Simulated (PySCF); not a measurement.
# Correlation energy of As²⁺ (arsenic, charge +2)

[Ar] 3d10 4s2 4p1, 2P determinant. All numbers are calculated (PySCF 2.14, scalar relativity by spin-free X2C-1e, in jorge-DZP-DKH). Frozen: [Ar] 3d10; 3 electrons correlated.

MP2 pair energies summed by pair of shells (mhartree):

| pair | energy | share (%) |
| --- | --- | --- |
| 4s-4s | -18.83 | 72.6 |
| 4s-4p | -7.12 | 27.4 |

Total MP2 correlation energy: -25.94 mhartree.

Same-spin part -1.12 and opposite-spin part -24.83 mhartree; SCS-MP2 scales them by 1/3 and 6/5 to -30.17 mhartree.

| level | correlation energy (mhartree) |
| --- | --- |
| CCSD | -37.02 |
| (T) | -0.14 |
| CCSD(T) | -37.16 |

Diagnostics: T1 = 0.0039, D1 = 0.0072, largest double amplitude 0.099.

Cost of the coupled-cluster step: 0.48 s of wall time on 1 thread of Neoverse-N1 (shared host), for 3 correlated electrons.
